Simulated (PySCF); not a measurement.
**Ionisation energy of Ge⁺ by level of theory**

Ge⁺ [Ar] 3d10 4s2 4p1 (2P) → Ge²⁺ [Ar] 3d10 4s2 (1S), as a difference of total energies. Calculation: PySCF 2.14, in aug-cc-pVDZ-DK (6s5p3d, 36 functions); the spin-free X2C one-electron Hamiltonian (Gaussian nucleus). Correlated levels: valence: [Ar] 3d10 frozen. The calculations carry no spin-orbit coupling.

```
           method  ionisation energy (eV)  error (eV)
              UHF                  15.231      -0.558
           M06-2X                  15.639      -0.150
            M06-L                  15.473      -0.316
    MP2 (valence)                  15.380      -0.409
SCS-MP2 (valence)                  15.360      -0.429
   CCSD (valence)                  15.453      -0.336
CCSD(T) (valence)                  15.466      -0.323
```

Reference: 15.789 eV (measured; NIST levels, between the centres of gravity of the two terms).

Errors of the correlated levels include the incompleteness of this basis and the frozen core.
